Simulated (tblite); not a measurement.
Species: C₃H₁₀OSSi.
Structure used (GFN2-xTB), in Å, numbered top down from 1:
```xyz
16
C3H10OSSi angstrom
C     -2.6058   -0.4805    0.4940
C     -1.2276   -1.1051    0.3149
Si     0.0517    0.1768   -0.2340
O      0.2477    1.4045    0.8158
S      1.9269   -0.8555   -0.4909
C      2.9602    0.5796   -0.9145
H     -3.3228   -1.2135    0.8598
H     -2.5655    0.3436    1.2026
H     -2.9718   -0.0903   -0.4520
H     -0.9185   -1.5692    1.2542
H     -1.2903   -1.9109   -0.4153
H     -0.2685    0.9191   -1.4427
H      0.4804    1.2665    1.7318
H      2.8197    1.3618   -0.1760
H      3.9910    0.2423   -0.9138
H      2.6857    0.9400   -1.9007
```

Computed with GFN2-xTB (tblite): harmonic, unscaled wavenumbers at the GFN2-xTB geometry, gas phase. Errors from tens to a few hundred cm⁻¹ against measured bands are possible. Modes of hydrogen on silicon can be 10 to 20 % off. One conformer, not necessarily the lowest.

Harmonic wavenumbers (cm⁻¹): 47.2, 57.4, 97.5, 107.1, 161.6, 197.0, 208.1, 253.2, 264.8, 308.6, 511.0, 630.4, 660.7, 714.8, 729.8, 733.7, 790.1, 896.7, 951.3, 960.1, 982.2, 1023.3, 1080.8, 1234.9, 1294.2, 1323.6, 1422.5, 1456.6, 1459.9, 1480.3, 1511.4, 1513.9, 2331.2, 2963.1, 3004.3, 3018.0, 3032.1, 3033.9, 3039.8, 3043.8, 3059.6, 3638.6.

A = 4538, B = 1252, C = 1057 MHz; mass 122.022 u (most abundant isotopes); point group C1, symmetry number 1.

**Question.** Zero-point energy?

**Answer.** ½Σν̃ = 27615 cm⁻¹ = 330.34 kJ/mol.

**Question.** Entropy at 273.15 K, 1 bar (ideal gas, RRHO, classical rotation)?

**Answer.** Translation 166.95, rotation 117.62, vibration 119.70: S = 404.3 J/(mol K).

**Question.** And Cp and H(273.15 K) − H(0)?

**Answer.** Cp = 142.55 J/(mol K), of which vibrations give 109.29 (their classical limit is 42 R = 349.2); H(273.15 K) − H(0) = 25.69 kJ/mol without the zero-point energy, 16.61 from vibrations.

**Question.** Which modes carry the vibrational entropy at 273.15 K?

**Answer.** 47.2 cm⁻¹: 19.91; 57.4 cm⁻¹: 18.29; 97.5 cm⁻¹: 13.95; 107.1 cm⁻¹: 13.18; 161.6 cm⁻¹: 9.90; 197.0 cm⁻¹: 8.37 J/(mol K); the other 36 give 36.10 together.

**Question.** How do the functions run with temperature in this model?

**Answer.** 
```
 T (K)  S (J/(mol K))  Cp (J/(mol K))  H − H(0) (kJ/mol)  G − H(0) (kJ/mol)  ln q(vib)
    50          244.0            59.6               2.20             -10.01       0.64
   100          293.8            85.4               5.86             -23.52       2.08
298.15          417.1           150.6              29.36             -95.00       7.75
373.15          453.4           173.7              41.53            -127.66       9.67
   500          509.1           207.2              65.77            -188.78      12.77
   750          602.7           254.6             123.90            -328.15      18.36
  1000          680.7           287.0             191.83            -488.85      23.38
```

q(vib) and H(0) count from the zero-point level.

**Question.** Blend soft modes into free rotors: weight 1/[1 + (100 cm⁻¹/ν̃)⁴] for the oscillator and the rest for a rotor with moment μB/(μ + B), μ = h/(8π²ν), B = 10⁻⁴⁴ kg m². What vibrational entropy results?

**Answer.** 108.86 J/(mol K) in place of 119.70, which changes −T·S at 273.15 K by +2.96 kJ/mol.

**Question.** What must be added to the electronic energy to get the Gibbs energy at 273.15 K and 1 bar?

**Answer.** ZPE + [H(273.15 K) − H(0)] − T·S = 330.34 + 25.69 − 110.43 = 245.60 kJ/mol.

Hindered rotation and anharmonicity are outside this model. Other conformers, if any are populated, would add a mixing term that is left out. The structure is chiral; the term R ln 2 for an equal mix with its mirror image is left out.

On Arm Neoverse N1, one thread, on a shared host, this took 0.87 s of wall time. The figure is for the frequency step alone.
